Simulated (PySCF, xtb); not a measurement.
Si(H)2(F)(NMe2) (C2H8FNSi), SMILES N(C)(C)[SiH2]F. The values are those of a single conformer.

Harmonic wavenumbers (cm⁻¹) from GFN2-xTB run with xtb at its own minimum, in rising order: 66, 155, 186, 200, 268, 309, 385, 543, 565, 693, 747, 800, 831, 1048, 1062, 1090, 1128, 1206, 1319, 1420, 1429, 1479, 1487, 1499, 1510, 2247, 2335, 2895, 2902, 2951, 2955, 3037, 3052.

Task: What does PBE-D3(BJ)/def2-SVP (PySCF) give at its own minimum? (Estimate from the structure and the level; the computed values follow.)

Result: 82, 128, 227, 228, 275, 311, 366, 649, 658, 775, 827, 888, 934, 1007, 1052, 1077, 1128, 1214, 1284, 1380, 1398, 1403, 1409, 1431, 1458, 2193, 2206, 2905, 2911, 2962, 2971, 3052, 3053. Paired by order, the mean absolute difference is 42 cm⁻¹ and the zero-point energies are 62.6 and 62.7 kcal/mol.
